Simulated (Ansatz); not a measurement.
Spectroscopic constants of SnS, closed-shell singlet (the spin of the measured ground state). No spin–orbit coupling.

D_e counts from the fitted minimum to each atom's lowest state at the same level, without counterpoise. The singlet is restricted.

Correlated levels freeze the inner cores; with def2 sets outer-core shells near the valence are correlated too. CBS(a, b) extrapolates the correlation energy as X⁻³ and adds the Hartree–Fock energy of set b.

The values were computed with Ansatz (Gaussian basis) for Hartree–Fock, density functionals and correlated methods. Each number belongs to the level named beside it. In def2 rows elements past Kr take small-core potentials, without spin–orbit coupling.

```
level                                bond energy D_e (kJ/mol)
-----------------------------------  ------------------------
PBE/def2-TZVPP                                          515.2
B3LYP/def2-TZVPP                                        479.8
PBE0/def2-TZVPP                                         480.6
BHLYP/def2-TZVPP                                        438.6
CAM-B3LYP/def2-TZVPP                                    465.1
wB97X-V/def2-TZVPP                                      488.6
B2PLYP/def2-TZVPP                                       486.6
CCSD(T)/def2-TZVPP                                      468.8
CCSD(T)/CBS(def2-TZVPP, def2-QZVPP)                       [?]
```

Fill in the missing entries.


- CCSD(T)/CBS(def2-TZVPP, def2-QZVPP), bond energy D_e (kJ/mol): 501.8

Ansatz is a program for electronic structure.
